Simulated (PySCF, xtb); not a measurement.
B2ORh, SMILES [B][Rh-][B][O] (connectivity only; charge and spin as stated), charge -1, multiplicity 1.

GFN2-xTB (xtb 6.7.1) at its own geometry gives an orbital gap of 1.52 eV.

Geometry optimised at B3LYP-D3(BJ)/def2-SVPD. The multiplicity is an assumed one; other spin states were not compared. The def2 effective core potentials stand for the cores of Rh; spin–orbit coupling is left out. The values are those of a single conformer.

Question: What does PySCF with PBE0/def2-TZVPD give? (An estimate is asked for; the answer gives what the named calculation found.)

Answer: gap 2.81 eV (levels -0.71 and 2.10 eV).
